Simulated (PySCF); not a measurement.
Mapped SMILES: `[CH:1]#[C:2][C:3](=[CH2:4])[N:5]([SiH3:6])[SiH2:7][N:8]([CH3:9])[CH3:10]` (H(Xn): hydrogen on atom n). Ha(C4) is cis to C2; Hb(C4) is trans to C2.

[PySCF 2.14: PBE0-D3(BJ)/def2-SVP structure; shielding tensors at PBE0/pcSseg-1 (GIAO); single conformer; rapidly exchanging positions averaged; gas phase; relativity neglected]

References, each an isolated molecule treated in the same way: ¹³C (σ = 184.41 ppm) against TMS.

Question: Do the ¹³C shifts follow the atomic charges (in e)? Tabulate both.

Answer: 
```tsv
atoms	hybridisation	δ (ppm)	σ para (ppm)	Hirshfeld	IAO	Mulliken	ESP-fitted
C3	sp2	139.9	-208	+0.05	+0.11	+0.07	+0.20
C4	sp2	112.2	-183	-0.12	-0.36	-0.15	-0.58
C1	sp	87.0	-164	-0.09	-0.22	-0.32	-0.41
C2	sp	84.7	-157	-0.04	-0.04	+0.26	+0.02
C9/C10	sp3	39.9	-100	-0.07	-0.29	-0.08	-0.38
```

Correlation coefficients of δ with charge over these carbons: Hirshfeld +0.46, IAO +0.52, Mulliken +0.13, ESP-fitted +0.42; with the paramagnetic shielding -0.99. With so few points, grouped by hybridisation, these coefficients are fragile. Charge is one influence among several: hybridisation and low-lying excitations act through the paramagnetic term.

Shifts are as computed. Against solution values, carbons near 30 ppm lie about +2 ppm off and those near 130 ppm about +5 ppm. Of 1309 compounds with measured shifts, 239 miss one by over three times the rms of a fit or turn the order of signals round; such compounds aren't used in these exercises.
